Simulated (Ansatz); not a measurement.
Relaxation of BF2H2N (6 atoms, charge 0, multiplicity 1), to a largest force component of 0.02 eV/Å in at most 40 steps.

The calculation used Ansatz 0.2.0, RKS PBE-D4/def2-mTZVP.

```xyz
6
Properties=species:S:1:pos:R:3
B 0.000 0.000 0.000
N 0.000 0.000 1.550
H -0.877 -0.271 2.080
H 0.877 0.271 2.080
F 1.143 0.000 -0.660
F -1.143 0.000 -0.660
```

Problem. Where does it end, and by what steps?

Solution. It converged. After 6 steps the energy has fallen by 0.512 eV; H3 moved furthest, 0.18 Å.

```tsv
step	energy less start (eV)	largest force component (eV/Å)	accepted
0	0.0000	4.546	yes
1	-0.4223	2.354	yes
2	-0.4977	0.719	yes
3	-0.5108	0.165	yes
4	-0.5118	0.059	yes
5	-0.5122	0.036	yes
6	-0.5123	0.001	yes
```

```xyz
6
Properties=species:S:1:pos:R:3
B 0.000 0.000 0.080
N 0.000 0.000 1.481
H -0.848 -0.097 2.030
H 0.848 0.097 2.030
F 1.145 0.131 -0.615
F -1.145 -0.131 -0.615
```

Run time: 4.6 s on 1 thread of AMD EPYC 9R45 96-Core Processor (Zen 5), with other jobs on the host, peak memory 0.14 GiB.
